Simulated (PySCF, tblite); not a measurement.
Isomers of C6H9O2 (doublet state). Computed values, GFN2-xTB/tblite, gas phase, harmonic and unscaled. This tight-binding method is rough: wavenumbers can miss measured ones by several per cent, in bad cases by 10 to 20. One conformer each. Open shells enter through the occupations alone, without spin polarisation, and single modes of such species can be off by tens of per cent.

Electronic energies: B3LYP/pcH-1 single points on the GFN2-xTB geometries (PySCF, gas phase).

| SMILES | electronic energy, lowest = 0 (kJ/mol) |
| --- | --- |
| CC1(C)[CH]C(=O)CO1 | 38.4 |
| [CH2]OC(=O)C=C(C)C | 38.0 |
| [CH2]C(=C=O)OC(C)C | 136.6 |
| C[CH]C(=O)CC(C)=O | 0.0 |
| C=C1CC[C@@H]1[C](O)O | 167.3 |
| CCC(=O)[CH]C(C)=O | 6.0 |

Question: How do GFN2-xTB zero-point energies change the relative energies?

Answer: 
```csv
SMILES,ZPE (kJ/mol),of it from modes above 1550 cm⁻¹,electronic (kJ/mol),"with ZPE, lowest = 0 (kJ/mol)",lowest mode (cm⁻¹),rings
C[CH]C(=O)CC(C)=O,353.1,182.4,0.0,0.0,71,0
CCC(=O)[CH]C(C)=O,352.8,182.8,6.0,5.7,41,0
[CH2]OC(=O)C=C(C)C,349.5,184.8,38.0,34.4,56,0
CC1(C)[CH]C(=O)CO1,356.4,173.1,38.4,41.7,66,1
[CH2]C(=C=O)OC(C)C,350.6,177.0,136.6,134.1,51,0
C=C1CC[C@@H]1[C](O)O,354.5,179.2,167.3,168.8,39,1
```

The zero-point energies span 6.9 kJ/mol, from `[CH2]OC(=O)C=C(C)C` to `CC1(C)[CH]C(=O)CO1`. The order is unchanged.

Question: And how do the electronic energies of GFN2-xTB itself compare?

Answer: `C[CH]C(=O)CC(C)=O` 40.1; `CCC(=O)[CH]C(C)=O` 53.8; `[CH2]OC(=O)C=C(C)C` 57.9; `CC1(C)[CH]C(=O)CO1` 0.0; `[CH2]C(=C=O)OC(C)C` 114.9; `C=C1CC[C@@H]1[C](O)O` 123.3 kJ/mol, lowest = 0. Against the energies above, taken from the same isomer `C[CH]C(=O)CC(C)=O`, the largest difference is 84.1 kJ/mol.

Question: What do entropy and thermal enthalpy add at 298.15 K and 1 bar (rigid rotor, harmonic oscillator, one conformer each)?

Answer: 
```tsv
SMILES	point group	symmetry number	S (J/(mol K))	H − H(0) (kJ/mol)	ZPE + H − H(0) − TS (kJ/mol)
C[CH]C(=O)CC(C)=O	C1	1	397.6	26.97	261.5
CCC(=O)[CH]C(C)=O	C1	1	411.2	27.80	258.0
CC1(C)[CH]C(=O)CO1	Cs	1	378.2	24.75	268.4
[CH2]C(=C=O)OC(C)C	C1	1	414.5	29.03	256.0
C=C1CC[C@@H]1[C](O)O	C1	1	394.2	26.14	263.1
```

S holds R ln(2S + 1) for the spin.

Not tabulated: `[CH2]OC(=O)C=C(C)C` (point group not settled).
